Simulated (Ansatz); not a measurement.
`FC(F)(F)COBCl` + `OCS` → `SCOBCl` + `OCC(F)(F)F`  (ligand exchange at a B–O bond)

Calculated with Ansatz (gas phase, PBE0-D4/def2-TZVP geometries, no zero-point term in ΔE). CCSD(T)/CBS adds triple-zeta CCSD(T) − MP2 to the extrapolated MP2 energy (def2 sets, frozen cores). Functionals use def2-TZVPP. B3LYP here is the variant with VWN-RPA as its local correlation; programs differ in this. Each species was taken in one conformer, which may not be the lowest.

```json
{"level": "B3LYP-D4", "ΔE (kJ/mol)": "-14.7", "difference from CCSD(T)/CBS": "-1.4"}
{"level": "ωB97M-V", "ΔE (kJ/mol)": "-13.9", "difference from CCSD(T)/CBS": "-0.6"}
{"level": "r2SCAN", "ΔE (kJ/mol)": "-15.1", "difference from CCSD(T)/CBS": "-1.8"}
{"level": "PBE0", "ΔE (kJ/mol)": "-14.2", "difference from CCSD(T)/CBS": "-0.9"}
{"level": "B3LYP", "ΔE (kJ/mol)": "-14.3", "difference from CCSD(T)/CBS": "-1.0"}
{"level": "SCS-MP2/def2-TZVPP", "ΔE (kJ/mol)": "-14.3", "difference from CCSD(T)/CBS": "-1.0"}
{"level": "HF/def2-QZVPP", "ΔE (kJ/mol)": "-11.7", "difference from CCSD(T)/CBS": "1.6"}
{"level": "MP2/def2-QZVPP", "ΔE (kJ/mol)": "-14.1", "difference from CCSD(T)/CBS": "-0.8"}
{"level": "SCS-MP2/def2-QZVPP", "ΔE (kJ/mol)": "-13.6", "difference from CCSD(T)/CBS": "-0.3"}
{"level": "HF/CBS(def2)", "ΔE (kJ/mol)": "-11.6", "difference from CCSD(T)/CBS": "1.7"}
{"level": "CCSD(T)/CBS", "ΔE (kJ/mol)": "-13.3", "difference from CCSD(T)/CBS": "0"}
```

Largest T1 diagnostic among the species: 0.013.
